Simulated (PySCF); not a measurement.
# How methods differ on the excitation energy of O²⁺

O²⁺ [He] 2s2 2p2 (3P) → O²⁺ [He] 2s1 2p2 3d1 (high-spin determinant), as a difference of total energies. Calculation: PySCF 2.14, in aug-cc-pCVTZ-DK with one added diffuse shell each of s, p, d, f type (8s7p5d3f, 75 functions); scalar relativity by spin-free X2C-1e. Correlated levels: valence and next inner shell: nothing frozen. The calculations carry no spin-orbit coupling.

| method | excitation energy (eV) |
| --- | --- |
| UHF | 46.923 |
| MP2 (valence and next inner shell) | 48.569 |
| SCS-MP2 (valence and next inner shell) | 49.007 |
| CCSD (valence and next inner shell) | 48.921 |
| CCSD(T) (valence and next inner shell) | 48.918 |

Question: How much does correlation contribute at CCSD(T) (valence and next inner shell)?

Answer: 48.918 − (46.923) = 1.995 eV, measured against UHF.

A first-order spin-orbit estimate (lowest level to lowest level, LS coupling) adds 0.006 eV.

The promoted electron is Rydberg-like, and one or two diffuse shells describe it only roughly, which tends to raise the upper state.

The coupled-cluster amplitudes are large for the upper state (T1 above 0.03 or a double amplitude above 0.15), so a single reference is strained.

The determinant of the upper state mixes LS terms, which raises its energy above the lowest term, most at the Hartree-Fock and MP2 levels.
